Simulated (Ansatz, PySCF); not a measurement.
Input for Ansatz (a first-principles code):
Ansatz 0.2 input:
```yaml
crystal:
  periodic: [false, false, false]
  atoms:
    - {symbol: N, position_ang: [0.00000000, -0.00000000, 0.00000000]}
    - {symbol: H, position_ang: [0.01502573, 1.02772160, -0.01944823]}
    - {symbol: H, position_ang: [0.88265094, -0.52673581, 0.01709961]}
    - {symbol: H, position_ang: [-0.89767667, -0.50098579, 0.00234863]}
basis:
  gaussian:
    orbitals: def2-SVP
hamiltonian:
  xc: {name: BHLYP}
total_charge: 1
magnetization: {spin_polarized: true, initial_magnetization: 1}
accuracy: high
```

Write the same job for PySCF.

Several could match; the one computed here: 
```python
from pyscf import gto, scf, dft

mol = gto.M(
    atom='''
N     0.000000   -0.000000    0.000000
H     0.015026    1.027722   -0.019448
H     0.882651   -0.526736    0.017100
H    -0.897677   -0.500986    0.002349
''',
    basis='def2-svp',
    charge=1,
    spin=1,
    verbose=4,
)

mf = dft.UKS(mol)
mf.xc = 'bhandhlyp'
mf.grids.atom_grid = (99, 590)
mf.grids.prune = None
mf.kernel()
```

Both were run: Ansatz gave -56.116025 Eh and PySCF -56.116025 Eh, 0.000 mEh apart.
